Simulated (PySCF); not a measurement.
SMILES C=C[Si](Cl)(Cl)C=C, singlet (CAM-B3LYP/def2-SVP optimised geometry):

```
13

C      1.640    -0.436    -0.490
C      0.886    -1.423     0.000
Si    -0.969    -1.423     0.000
Cl    -1.594    -2.491     1.660
Cl    -1.670    -2.439    -1.662
C     -1.751     0.260     0.000
C     -1.211     1.342     0.566
H      2.734    -0.494    -0.489
H      1.205     0.471    -0.920
H      1.383    -2.310     0.411
H     -2.734     0.352    -0.479
H     -0.238     1.314     1.065
H     -1.723     2.310     0.562
```

Level of theory: CAM-B3LYP/def2-TZVP (PySCF).

Q: What are the frontier orbital energies and the dipole moment?

A: HOMO-2 -10.04 eV, HOMO-1 -9.75 eV, HOMO -9.67 eV, LUMO 0.01 eV, LUMO+1 0.11 eV; dipole moment 2.86 D.

On the same geometry PBE/def2-TZVP run with PySCF 2.14.0 gives HOMO-2 -7.32 eV, HOMO-1 -7.25 eV, HOMO -7.16 eV, LUMO -2.12 eV, LUMO+1 -2.01 eV; dipole moment 2.67 D.

Meta-Löwdin charges at CAM-B3LYP/def2-TZVP: C1 -0.20, C2 -0.37, Si3 1.00, Cl4 -0.31, Cl5 -0.31, C6 -0.37, C7 -0.19, H8 0.12, H9 0.12, H10 0.13, H11 0.13, H12 0.12, H13 0.12.
